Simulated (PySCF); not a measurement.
# CsAl and its ions

UHF-CCSD; PySCF, scalar-relativistic core potentials, basis sets Cs def2-SVPD with ECP46, Al def2-SVPD. Neutral (UHF): triplet (σ ↑, π ↑), Re = 3.798 Å, ωe = 110 cm⁻¹, De = 0.42 eV.

CsAl⁺ (UHF): doublet (σ ↑), Re = 4.438 Å, ωe = 67.1 cm⁻¹, De = 0.37 eV to Cs⁺ + Al. The energies at the minima are -261.75199 hartree for CsAl and -261.61196 for CsAl⁺.

(1) Work out the adiabatic ionisation energy, without and with harmonic zero-point energies (1 hartree = 27.2114 eV, 1 eV = 8065.5 cm⁻¹), and the change of the bond length.

Correlated steps freeze 5 core orbitals. Weak bonds: CsAl, CsAl⁺. Basis-set superposition, not corrected here, can be much of De in a small basis, most of all at correlated wavefunction levels. Spin–orbit coupling is left out, which matters for elements this heavy, above all for dissociation energies. For an ion De counts to the pair picked by the measured ionisation energies or electron affinities, which need not be the lowest pair at this level. States were picked by a PBE0 search and need not be the measured ground states.

Answers

(1) At UHF-CCSD: 0.14003 hartree = 3.810 eV between the minima; the zero-point term (67.1 − 110.0)/2 cm⁻¹ = -0.003 eV makes it 3.808 eV. Re changes by +64.0 pm against the neutral. The electron leaves a π orbital, and the ion is left as a loose complex of an ion and an atom.
